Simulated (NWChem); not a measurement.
SnH₂F₂; SMILES [F][SnH2][F]

All runs: NWChem. Coordinates come from a PBE0/def2-SVP (def2 core potentials past Kr) optimisation.

For level Hartree-Fock/STO-3G, non-relativistic:

- highest occupied level (eV): -9.55
- orbital gap (eV): 19.89
- dipole (D): 2.17

Q: Estimate the same quantities for level Hartree-Fock/3-21G, non-relativistic.

A: The highest occupied level (eV) is -13.13 and the orbital gap (eV) is 16.23. The dipole (D) is 3.74.
